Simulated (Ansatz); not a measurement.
Input and output for Te₆As₄ (the lowest singlet isomer of a short search).

```yaml
crystal:
  periodic: [false, false, false]
  atoms:
    - {symbol: As, position_ang: [-0.935733, 2.399014, -1.356023]}
    - {symbol: As, position_ang: [-0.749449, -2.615141, -1.033923]}
    - {symbol: As, position_ang: [-1.105432, 0.111515, 2.375248]}
    - {symbol: As, position_ang: [2.093355, 0.049416, -0.440572]}
    - {symbol: Te, position_ang: [-2.069936, 2.099782, 1.001817]}
    - {symbol: Te, position_ang: [1.753493, -2.871538, -0.797636]}
    - {symbol: Te, position_ang: [1.540294, 2.867680, -1.166555]}
    - {symbol: Te, position_ang: [-1.913872, -2.101713, 1.271664]}
    - {symbol: Te, position_ang: [-0.086295, -0.127811, -1.939776]}
    - {symbol: Te, position_ang: [1.473576, 0.188807, 2.085758]}
basis:
  gaussian: {orbitals: def2-mTZVPP}
hamiltonian: {xc: {name: HF}, dispersion: d4}
scf: {omitted_lower_state_checks: [starts]}
output: {forces: true}
```

```sh
$ ansatz run in.yaml --threads 4 --pin off --events-out ev --progress --plain --max-ram 6963MiB
```

It prints (some lines left out):

```
Functional definition: HF
3988 factors; integrals over basis functions are off by at most 1.5e-4 eV
mean field evaluation 1: about -286775.1837 eV, gradient 2.9e1 eV
mean field evaluation 2: about -286775.5829 eV, gradient 2.9e1 eV
mean field evaluation 4: about -286779.4067 eV, gradient 4.6e0 eV
mean field evaluation 8: about -286779.6622 eV, gradient 5.2e-1 eV
mean field -286779.66844850 eV, -10538.9584292413 hartree, gradient 2.3e-5 eV, S^2 0.000000; 0 other end points of the search recorded, 0 dependent functions left out
reference -286779.66844850 eV, -10538.9584292413 hartree; 138, 138 occupied and 222, 222 virtual orbitals, 3988 factors
Total energy: -286783.31232946 eV, -10539.0923393967 hartree
Atom 0 at    -0.935733     2.399014    -1.356023 Å, force     0.072088    -0.550549     0.163136 eV/Å
Atom 1 at    -0.749449    -2.615141    -1.033923 Å, force     0.030418     0.570685     0.091056 eV/Å
Atom 2 at    -1.105432     0.111515     2.375248 Å, force     0.297656    -0.014660    -0.399689 eV/Å
Atom 3 at     2.093355     0.049416    -0.440572 Å, force    -0.307663    -0.032944    -0.332250 eV/Å
Atom 4 at    -2.069936     2.099782     1.001817 Å, force     0.250203    -0.154677    -0.148552 eV/Å
Atom 5 at     1.753493    -2.871538    -0.797636 Å, force    -0.132204     0.005462     0.238935 eV/Å
Atom 6 at     1.540294     2.867680    -1.166555 Å, force    -0.132648     0.015692     0.238395 eV/Å
Atom 7 at    -1.913872    -2.101713     1.271664 Å, force     0.238730     0.152606    -0.168069 eV/Å
Atom 8 at    -0.086295    -0.127811    -1.939776 Å, force     0.067492     0.035780     0.520643 eV/Å
Atom 9 at     1.473576     0.188807     2.085758 Å, force    -0.384071    -0.027395    -0.203606 eV/Å
Dipole moment:    -0.228346    -0.011558    -0.046994 e Å
Checks for a lower state left out: starts
```

Hardware: 4 threads of Arm Neoverse V1 on a shared host. Wall time 60 s, peak host memory 3 GiB.

In the def2 sets Te takes a core potential; there is no spin–orbit coupling.
